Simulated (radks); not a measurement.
These are the eigenvalues of the occupied orbitals of an atom or ion with whole-number occupations (hartree). All-electron calculation, scalar-relativistic Kohn-Sham, PBE, spin-polarised, spherical densities, finite nucleus; Fermi nuclear charge, rms radius of each element as measured or else 0.836 A^(1/3) + 0.57 fm. Program: a radial shooting solver on a logarithmic mesh with Libxc functionals.

1s up: -78.51643
1s down: -78.43618
2s up: -7.86695
2s down: -7.72669
2p up: -6.11393
2p down: -5.95334
3s up: -1.22393
3s down: -1.11172
3p up: -0.84264
4p up: -0.21564

Which element is it, and in what charge state? The configuration may be excited. Open shells, if any, are filled with parallel spins first.

Answer. Z = 15, phosphorus, charge +1: P+ in [He] 2s2 2p5 3s2 3p2 4p1. The list shows which subshells hold electrons but not how many an open one holds; the 1s level, -78.516 hartree, gives Z - s = 12.5 by -(Z - s)^2/2, which with screening and relativity narrows Z to a few neighbours, and the depths of the outer levels then fix element, charge and occupations together.
